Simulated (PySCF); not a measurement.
Structure problem from calculated spectra and properties.

Formula: C6H9NSi.

| Item | Value |
| --- | --- |
| NMR, other nuclei | isotropic shieldings of nuclei other than C and H, by class: -38 (1 N), 371 (1 Si) ppm [GIAO PBE0/pcSseg-1] |
| Rotational structure | rotational constants A, B, C: 3.772, 1.036, 0.859 GHz [PBE0-D3(BJ)/def2-SVP] |
| UV, strongest line | among the 10 lowest singlet transitions: S2 at 6.96 eV (178 nm, f = 0.214) [TDDFT CAM-B3LYP/def2-SVPD] |
| Valence photoelectron | vertical ionisation energy: 9.58 eV [ΔSCF CAM-B3LYP/def2-SVPD] |
| UV, first state | lowest singlet excitation: 6.82 eV (182 nm, f = 0.012) [TDDFT CAM-B3LYP/def2-SVPD] |
| Polarisability | 96.9 au [CAM-B3LYP/def2-SVPD] |
| 13C NMR | chemical shifts (computed TMS as zero) by class: 143.6 (1 C), 142.0 (1 C), 124.6 (1 C), 27.0 (1 C), 22.4 (1 C), 15.1 (1 C) ppm [GIAO PBE0/pcSseg-1] |
| Triplet | lowest triplet excitation (Tamm–Dancoff): 4.30 eV [TDA CAM-B3LYP/def2-SVPD] |
| 1H NMR | chemical shifts (computed TMS as zero) by class: 6.39 (1 H), 6.18 (1 H), 4.39 (1 H), 3.98 (1 H), 2.29 (1 H), 2.25 (1 H), 1.85 (1 H), 1.78 (1 H), 1.74 (1 H) ppm [GIAO PBE0/pcSseg-1] |

Gas-phase values; electronic properties from PySCF, density fitting. Levels stand in brackets. One conformer (not necessarily the lowest) at the PBE0-D3(BJ)/def2-SVP geometry, without solvent, vibrations or thermal averaging. Each NMR value is the plain mean over a class of atoms that symmetry, rotation or inversion makes alike.

Q: Give a SMILES that accounts for the data.

A: Numbering: `[N:1]#[C:2][CH2:3][C@@H:4]1[CH:5]=[CH:6][CH2:7][SiH2:8]1`. Its formula, C6H9NSi, gives 4 degrees of unsaturation: 1 ring and 3 π bonds in the structure found. 6 carbons fall into 6 classes; from least to most shielded: alkene CH carbon [C5] (143.6 ppm), alkene CH carbon [C6] (142.0 ppm), nitrile carbon [C2] (124.6 ppm), ring sp3 carbon bound to silicon [C4] (27.0 ppm), sp3 carbon next to a nitrile [C3] (22.4 ppm), ring sp3 carbon bound to silicon [C7] (15.1 ppm). Hydrogen classes from least to most shielded: 1 H on an alkene CH carbon, C5 (6.39 ppm), 1 H on an alkene CH carbon, C6 (6.18 ppm), 1 H on an SiH2 silicon, Si8 (4.39 ppm), 1 H on an SiH2 silicon, Si8 (3.98 ppm), 1 H on an sp3 carbon next to a nitrile, C3 (2.29 ppm), 1 H on an sp3 carbon bound to silicon, C4 (2.25 ppm), 1 H on an sp3 carbon next to a nitrile, C3 (1.85 ppm), 1 H on an sp3 carbon bound to silicon, C7 (1.78 ppm), 1 H on an sp3 carbon bound to silicon, C7 (1.74 ppm). The other shieldings belong to: -38 ppm, nitrile nitrogen [N1]; 371 ppm, SiH2 silicon [Si8]. The first electron is taken from the HOMO, whose largest Löwdin shares are 0.33 on an alkene CH carbon, 0.32 on an alkene CH carbon, 0.08 on an sp3 carbon bound to silicon and 0.07 on an sp3 carbon bound to silicon. The optimised geometry has point group C1 and is an asymmetric top. Structure: `N#CC[C@@H]1C=CC[SiH2]1`. Computed isomers that give other values at the same levels: `[SiH3]Cc1ccccn1` (13C chemical shifts (computed TMS as zero) by class: 166.2 (1 C), 155.6 (1 C), 141.6 (1 C), 126.3 (1 C), 124.5 (1 C), 23.7 (1 C) ppm); `N#C[Si@@H]1C[C@H]1C1CC1` (lowest singlet excitation: 5.65 eV (219 nm, f = 0.019)); `[SiH3]Cc1ccncc1` (13C chemical shifts (computed TMS as zero) by class: 156.0 (2 C), 153.6 (1 C), 127.6 (2 C), 19.7 (1 C) ppm). The assignments are read from this structure; whether some other isomer fits the data as well wasn't checked. The mirror image fits equally.
